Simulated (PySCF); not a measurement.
Isomers of C5H4F2. The calculation used PySCF, PBE0-D3(BJ)/def2-SVP geometry optimisation, gas phase. Energies are electronic, without zero-point or thermal terms, for one conformer each. No frequencies were run at this level. Point groups hold within 0.08 Å.

Question: Order them by energy at this level, lowest first, and give relative energies in kJ/mol.
A. `FC1=C(F)CC=C1`
B. `[F:1]/[CH:2]=[C:3](/[F:4])[C:5]1=[CH:6][CH2:7]1` with C2–C3–C5–C6 180°
C. `FC1=CCC=C1F`
D. `[F:1][CH:2]([F:3])[CH:4]=[C:5]1[CH:6]=[CH:7]1` with F1–C2–C4–C5 126°
E. `[CH:1]#[C:2]/[C:3]([F:4])=[CH:5]\[CH2:6][F:7]` with C3–C5–C6–F7 -125°
F. `[CH2:1]=[C:2]=[C:3]=[CH:4][CH:5]([F:6])[F:7]` with C3–C4–C5–F6 123°

Answer: C (0.0), A (12.8), F (156.5), E (181.7), D (189.3), B (216.7).

As drawn, the highest has a three-membered ring, which the lowest lacks. Neighbours under 10 kJ/mol apart (C#C/C(F)=C\CF and FC(F)C=C1C=C1) can change places with a better method, another conformer or zero-point energy.

```csv
SMILES,E (Eh),E rel (kJ/mol),dipole (D),point group,"A, B, C (MHz)"
FC1=CCC=C1F,-391.87140,0.0,2.50,C2v,"3737, 3144, 1726"
FC1=C(F)CC=C1,-391.86652,12.8,2.42,Cs,"3615, 3170, 1707"
C=C=C=CC(F)F,-391.81181,156.5,2.62,Cs,"8100, 1075, 1015"
C#C/C(F)=C\CF,-391.80221,181.7,1.99,C1,"3972, 1658, 1225"
FC(F)C=C1C=C1,-391.79930,189.3,4.84,near Cs,"7071, 1363, 1299"
F/C=C(/F)C1=CC1,-391.78885,216.7,0.12,Cs,"3572, 2422, 1457"
```

Question: As an exercise, what shares would exp(−E/RT) give at 1000 K from these electronic energies alone (no entropy, no degeneracies)?

Answer: RT = 8.314 kJ/mol: FC1=CCC=C1F 82.4 %, FC1=C(F)CC=C1 17.6 %, C=C=C=CC(F)F under 0.1 %, C#C/C(F)=C\CF under 0.1 %, FC(F)C=C1C=C1 under 0.1 %, F/C=C(/F)C1=CC1 under 0.1 %.
